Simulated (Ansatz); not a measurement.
These are frozen-core CCSD(T)/cc-pVTZ // PBE0-D3(BJ)/def2-TZVP run with Ansatz (a quantum-chemistry and plane-wave program) values and carry that method's errors.

Ansatz 0.2 input:
```yaml
crystal:
  periodic: [false, false, false]
  atoms:
    - { symbol: N, position_ang: [1.524427, -0.398882, 0.009043] }
    - { symbol: Ga, position_ang: [0.045089, 0.644517, -0.132129] }
    - { symbol: N, position_ang: [-1.563876, -0.16379, 0.102146] }
    - { symbol: H, position_ang: [1.513468, -1.382343, 0.215141] }
    - { symbol: H, position_ang: [2.459202, -0.046404, -0.095297] }
    - { symbol: H, position_ang: [0.151318, 2.163098, -0.442382] }
    - { symbol: H, position_ang: [-2.439693, 0.324199, 0.040983] }
    - { symbol: H, position_ang: [-1.689934, -1.140395, 0.302494] }
basis:
  gaussian: { orbitals: cc-pVTZ }
correlation:
  method: ccsd_t
```

Output:

```
Functional definition: HF
1020 factors; integrals over basis functions are off by at most 1.4e-3 eV
mean field evaluation 1: about -55375.1368 eV, gradient 4.9e1 eV
mean field evaluation 2: about -55375.1916 eV, gradient 4.9e1 eV
mean field evaluation 4: about -55379.9895 eV, gradient 2.8e0 eV
mean field evaluation 8: about -55380.0283 eV, gradient 2.2e-1 eV
mean field evaluation 16: about -55378.2469 eV, gradient 3.0e1 eV
mean field -55380.02842214 eV, -2035.1785065822 hartree, gradient 1.5e-6 eV, S^2 0.000000; 0 other end points of the search recorded, 0 dependent functions left out
11 core orbitals not correlated
reference -55380.02842214 eV, -2035.1785065822 hartree; 14, 14 occupied and 148, 148 virtual orbitals, 1020 factors
second order -16.46171735 eV of doubles, -0.00000000 eV of singles
cycle   1  -16.46625166 eV  change   -4.5e-3 eV  update   9.4e-2
cycle   2  -16.92737315 eV  change   -4.6e-1 eV  update   2.8e-2
cycle   3  -17.01719569 eV  change   -9.0e-2 eV  update   1.4e-2
cycle   4  -17.00750034 eV  change    9.7e-3 eV  update   3.6e-3
cycle   5  -17.00791331 eV  change   -4.1e-4 eV  update   1.8e-3
cycle   6  -17.00789789 eV  change    1.5e-5 eV  update   5.0e-4
cycle   7  -17.00759985 eV  change    3.0e-4 eV  update   1.9e-4
cycle   8  -17.00759313 eV  change    6.7e-6 eV  update   4.8e-5
cycle   9  -17.00759957 eV  change   -6.4e-6 eV  update   1.5e-5
perturbative correction -0.70269646 eV, -0.0258236185 hartree
Total energy: -55397.73871816 eV, -2035.8293479565 hartree
```

Cost: roughly 50 core-seconds.
